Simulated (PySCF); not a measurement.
Al(CF3)(F)(OMe) (C2H3AlF4O), SMILES C[O][Al]([F])[C](F)(F)F.

The structure is a stationary point at PBE0-D3(BJ)/def2-SVP. Other conformers were not sampled.

Two levels are set side by side: TDA-PBE/def2-SVPD (PySCF) and TDA-LC-ωPBE/def2-SVPD (PySCF). Vertical, same geometry. The lowest singlet is HOMO−1→LUMO 94 % with PBE and HOMO→LUMO 76 % with the other functional; states are paired by order. Differences are taken from unrounded values.

```
quantity                               TDA-LC-ωPBE
-------------------------------------  -----------
lowest singlet excitation (eV)                7.43
lowest triplet excitation (TDA) (eV)          6.85
first bright state (f over 0.05) (eV)         7.98
its oscillator strength                       0.07
```

### Question
What does TDA-PBE give, and how far is it from TDA-LC-ωPBE? (Estimate from the structure and the level; the computed values follow.)

### Answer

| quantity | TDA-PBE | TDA-PBE minus TDA-LC-ωPBE |
|---|---|---|
| lowest singlet excitation (eV) | 5.68 | -1.75 |
| lowest triplet excitation (TDA) (eV) | 5.39 | -1.45 |
| first bright state (f over 0.05) (eV) | 6.23 | -1.74 |
| its oscillator strength | 0.09 | 0.02 |

A lower first singlet is the usual sign of a functional without exact exchange. Differences between two approximate levels are no errors against the true value.

Rough cost on one machine, each run with all the roots and properties that it gave: TDA-LC-ωPBE against TDA-PBE about 3 times.
